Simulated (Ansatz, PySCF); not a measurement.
Dimer: CH4 (SMILES C) (first 5 atoms) with H4OSi (SMILES O[SiH3]); geometry from B3LYP-D3(BJ)/def2-TZVP.
(charge 0, multiplicity 1):
```xyz
11

C      0.1916    -0.0203     0.4859
H     -0.7643    -0.2195     0.9682
H      0.0641    -0.0530    -0.5948
H      0.5468     0.9708     0.7689
H      0.9156    -0.7816     0.7778
O      0.9984     0.2246     3.7993
Si    -0.5663     0.0890     4.3104
H      1.1627     0.1952     2.8533
H     -1.4156     1.1810     3.7725
H     -0.5207     0.1692     5.7837
H     -1.1696    -1.2019     3.8945
```

Interaction energies are E(AB) − E(A) − E(B) at the monomers' geometry in the complex; basis-set methods are counterpoise corrected. Rows marked so take none.

Cores are frozen in the correlated methods. Rows in 6-31G* carry no dispersion term and start afresh at each structure (6-31G* with six Cartesian d functions).

Run with Ansatz (a quantum-chemistry and plane-wave program); PySCF for 6-31G* rows, the dispersion terms. 

**Question.** One of these levels gives 0.57 kcal/mol for the interaction energy. Which one is it?
A) HF/6-31G*
B) HF/6-31G* (no counterpoise)
C) BHLYP-D3(BJ)/def2-TZVPPD
D) CCSD(T)/aug-cc-pV(D+d)Z

**Answer.** A, HF/6-31G*. The others give 0.06 (HF/6-31G* (no counterpoise)), -1.71 (BHLYP-D3(BJ)/def2-TZVPPD), -1.08 (CCSD(T)/aug-cc-pV(D+d)Z)
